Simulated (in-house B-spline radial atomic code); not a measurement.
Values are calculated unless marked as measured or tabulated.
## Two electrons in Ge: a spherical dot of radius 46.2 nm with hard walls

For Ge the NSM archive of the Ioffe Institute lists m_l = 1.6 m0, m_t = 0.08 m0 and ε = 16.2; the model takes one isotropic valley with the conductivity mass 3/(1/m_l + 2/m_t) = 0.117 m0, and so misses anisotropy and the other valleys. All triplets below are those of one valley; with several valleys two electrons can form a triplet in the 1s orbital itself, at an energy set by the valley splitting.

Effective-mass model with parabolic bands, a uniform dielectric constant, no image charges, no central-cell or spin-orbit terms. Two-electron levels come from full CI in B-splines with partial waves to l = 5 (up to 0.001 effective hartree above the limit).

(1) What are the effective units, and what is the potential in them?

In these units the lowest s and p orbitals lie at 0.123940 and 0.253550, and their Coulomb and exchange integrals are J_ss = 0.283054, J_sp = 0.256684 and K_sp = 0.057. (For an empty sphere J_ss = 1.786/R.) Full CI gives 0.484062 for the ground singlet, 0.565421 for the sp triplet, 0.638726 for the sp singlet and 0.844118 for the lowest triplet of two s orbitals.

(2) What does it cost to add the second electron, to first order and exactly?

(3) How far above the singlet do the triplets lie?

## Answers

(1) Ha* = 27211.386 meV × 0.117/16.2² = 12.13 meV and a* = 0.0529177 nm × 16.2/0.117 = 7.327 nm. The radius is R = 6.31 a*. The one-electron levels are π²/2R² = 0.1239 and 4.4934²/2R² = 0.2535 Ha*.

(2) To first order E = 2ε_s + J_ss = 0.530934, so the charging energy E(2) − 2E(1) is J_ss = 3.434 meV. CI gives 0.484062 − 2 × (0.123940) = 0.236182, or 2.865 meV: relaxation and correlation lower it by 0.5686 meV, 16.6 % of J_ss. The s² configuration of one-electron orbitals holds 89.4 % of the state, and the mean radius is 25.1 nm.

(3) To first order the sp triplet lies at ε_s + ε_p + J_sp − K_sp = 0.577176, which is 0.561 meV above 2ε_s + J_ss. CI gives 0.565421 − (0.484062) = 0.081359, or 0.987 meV, 63 % of the orbital spacing of 1.572 meV. The ss triplet lies 4.368 meV up, so the lower of the two is the sp one, and its gap equals k_BT at 11.5 K. The sp singlet-triplet splitting is 0.8893 meV, against 2K_sp = 1.383 meV.
